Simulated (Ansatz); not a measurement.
Basis-set extrapolation for `C1CSC[SiH2]1` (PBE0-D4/def2-TZVP geometry, frozen core, Ansatz 0.2.0). Multiplicity 1, RHF reference.

```tsv
	def2-TZVPP	def2-QZVPP
HF	-804.795027	-804.820743
MP2 correlation	-0.815616	-0.872903
CCSD(T) correlation	-0.912412	not run
```

Energies in hartree. Use E(X) = E(∞) + A·exp(−7.88·√X) for Hartree–Fock and E(X) = E(∞) + B·X^(−2.97) for correlation, with X = 3 and 4, and add CCSD(T) minus MP2 of the smaller set to the MP2 limit.

**Question.** What is the CCSD(T) energy at the basis-set limit?

**Answer.** HF limit: -804.820743 + (-0.025716) × 0.13774 = -804.82429. MP2 limit: -0.872903 + (-0.057287) × 0.74074 = -0.91534. Higher-order term: -0.912412 − (-0.815616) = -0.09680. Total: -805.83643 hartree, 3.51 eV below CCSD(T)/def2-TZVPP.
